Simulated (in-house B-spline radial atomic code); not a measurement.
## RPBE excitations of Ru XLIII (Ru42+)

Method: RPBE. Computed with an all-electron radial atomic-structure program (B-spline basis): linear response of the closed shell 1s2 with the functional's adiabatic kernel; non-relativistic, point nucleus, no spin-orbit coupling, no double excitations, S, P, D and F terms only.

Without relativity these are model numbers for so heavy an element.

Command:
```bash
python run_td.py task.json out
```
Settings (radii: box in bohr, nucleus in fm):
```
Z                        44
electrons                2
configuration            1s2
hamiltonian              nr
method                   rpbe,pbe
box_radius               3.07
intervals                48
```

Cost of the run: 1 thread of Intel(R) Xeon(R) Platinum 8259CL CPU @ 2.50GHz (Skylake/Cascade Lake), on a shared host.

The lowest states, in the order of their Tamm-Dancoff energies; the method's threshold (minus the highest occupied level) is 25322.66 eV. Labels give the largest channel, * marks a mixed state, and oscillator strengths are full-response dipole values. Semilocal kernels can invert the small singlet-triplet splittings of Rydberg terms. Energies in eV:

```json
{"state": "1s → 2s 3S", "full response": "19134.71", "Tamm-Dancoff": "19134.73", "oscillator strength": "-"}
{"state": "1s → 2s 1S", "full response": "?", "Tamm-Dancoff": "?", "oscillator strength": "-"}
{"state": "1s → 2p 3P", "full response": "19189.65", "Tamm-Dancoff": "19189.69", "oscillator strength": "-"}
{"state": "1s → 2p 1P", "full response": "19227.96", "Tamm-Dancoff": "19228.00", "oscillator strength": "0.796"}
{"state": "1s → 3s 3S", "full response": "22606.67", "Tamm-Dancoff": "22606.68", "oscillator strength": "-"}
{"state": "1s → 3s 1S", "full response": "?", "Tamm-Dancoff": "?", "oscillator strength": "-"}
{"state": "1s → 3p 3P", "full response": "22625.55", "Tamm-Dancoff": "22625.56", "oscillator strength": "-"}
{"state": "1s → 3p 1P", "full response": "22635.63", "Tamm-Dancoff": "22635.64", "oscillator strength": "0.153"}
{"state": "1s → 3d 3D", "full response": "22640.87", "Tamm-Dancoff": "22640.87", "oscillator strength": "-"}
{"state": "1s → 3d 1D", "full response": "22641.39", "Tamm-Dancoff": "22641.39", "oscillator strength": "-"}
```

(1) Where does 1s → 3s 1S lie?

(2) Where does 1s → 2s 1S lie?

(3) How large is the singlet-triplet splitting of 1s → 2s (S terms) in Tamm-Dancoff?

(4) What polarisabilities and dispersion coefficient does the method give?

Answers

(1) At 22619.71 eV in full response, 22619.75 eV in Tamm-Dancoff.

(2) At 19185.05 eV in full response, 19185.20 eV in Tamm-Dancoff.

(3) 50.5 eV, from the unrounded values.

(4) Dipole 2.491e-06 bohr³, quadrupole 4.444e-09 bohr⁵, C6 3.775e-09 hartree·bohr⁶ for two such species.
